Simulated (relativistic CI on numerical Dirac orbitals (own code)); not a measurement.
## Crystal-field levels of Au⁴⁺, 5d7

Calculated by Dirac-Coulomb-Breit CI, separate exchange-only KLI orbitals for each configuration, a model potential for QED, valence Slater integrals scaled by 0.8, one configuration in a parametric crystal field (own radial code).

Field parameters in Wybourne normalisation: D3d B²₀ = −7Dσ, B⁴₀ = −14Dq − 21Dτ, B⁴₃ = −14√(10/7) Dq. The field is a parameter set, without covalency.

S is read from ⟨S²⟩ = S(S + 1).

Levels (cm⁻¹, degeneracy): 0 (2), 156 (2), 9329 (2), 11775 (2), 12316 (2), 19743 (2), 21002 (2), 21572 (2), 23289 (2), 23292 (2), 29004 (2), 29353 (2).

Question: Which field gives this pattern?
A. D3d, 10Dq = 27600, Dσ = -550, Dτ = -40 cm⁻¹
B. D3d, 10Dq = 27600, Dσ = -110, Dτ = -40 cm⁻¹
C. D3d, 10Dq = 27600, Dσ = -980, Dτ = -40 cm⁻¹
D. D3d, 10Dq = 27600, Dσ = -760, Dτ = -40 cm⁻¹

Answer: D. D3d, 10Dq = 27600, Dσ = -760, Dτ = -40 cm⁻¹, ground level with S = 0.71.
